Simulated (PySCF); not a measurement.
Ru(CO)2 (C2O2Ru), SMILES [O+]#[C-]->[Ru]<-[C-]#[O+] (connectivity only; charge and spin as stated), neutral, multiplicity 3. Geometry optimised at PBE0-D3(BJ)/def2-SVP. The multiplicity is an assumed one; other spin states were not compared. The def2 effective core potentials stand for the cores of Ru; spin–orbit coupling is left out.

Level of theory: PBE0-D3(BJ)/def2-SVP (PySCF).

Harmonic wavenumbers (cm⁻¹): 89, 294, 349, 361, 468, 501, 579, 2063, 2124. Rotational constants (GHz): 4.529, 2.462, 1.595; symmetry number 2.

Work out the zero-point energy and the ideal-gas rigid-rotor harmonic-oscillator thermochemistry at 298.15 K and 1 atm.

ZPE = ½ Σ hcν = ½ × 6828 cm⁻¹ = 40.84 kJ/mol. H − E(el) = 57.43 kJ/mol. Entropy in J/(mol K): translation 171.81, rotation 108.43, vibration 38.94, spin 9.13, total 328.32. G − E(el) = -40.46 kJ/mol. Cp = 76.92 J/(mol K). Modes under 150 cm⁻¹ make the vibrational entropy uncertain.
